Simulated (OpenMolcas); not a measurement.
Ti3+ among 6 point charges of -1 e arranged as a trigonal prism (D3h), with a polar angle of 54.5° against the regular 49.1°.

- Program: OpenMolcas 26.06
- Method: SS-CASPT2, IPEA 0.25 Eh, imaginary shift 0.1 Eh (closed shells correlated: 3s 3p)
- Basis: ANO-RCC-VDZP [5s4p2d1f]
- Scalar Hamiltonian: DKH2, point nucleus
- Active space: 1 electron in 5 orbitals (3d)
- State averaging: 2S+1 = 2 even, 5 roots
- Spin-orbit coupling: RASSI with atomic mean-field integrals over the reference wave functions

All point charges move together. At R = 1.59 Å the first state of the same spin is 2360 cm-1, and at R = 1.7 Å it is 1920 cm-1.

**Question.** A third run gives 1640 cm-1. What distance was it run at?

**Answer.** With a power law R^-n the two known points give n = -ln(1920 / 2360) / ln(1.7 / 1.59) = 3.08. Then R = 1.59 × (2360 / 1640)^(1/3.08) = 1.789 Å. The run was at 1.77 Å, so the estimate is off by +0.019 Å.

Roots that are degenerate in the reference are averaged as groups; the widest CASPT2 spread within a group is 110 cm-1 (the 2-fold group of multiplicity 2 near 1640 cm-1 above the lowest state of its run, R = 1.77). Shifts and gaps below about the spread of the groups concerned are not significant. Free-ion shares, where given, are those of the reference states; single-state CASPT2 does not remix them. The ground term spreads over less than 5000 cm-1, several times less than with real ligands, so orbital moments are less quenched and χT lies further from the spin-only value than at real sites (holds for R = 1.77). This is an electrostatic model: the charges have no orbitals. No measured value stands beside these numbers.
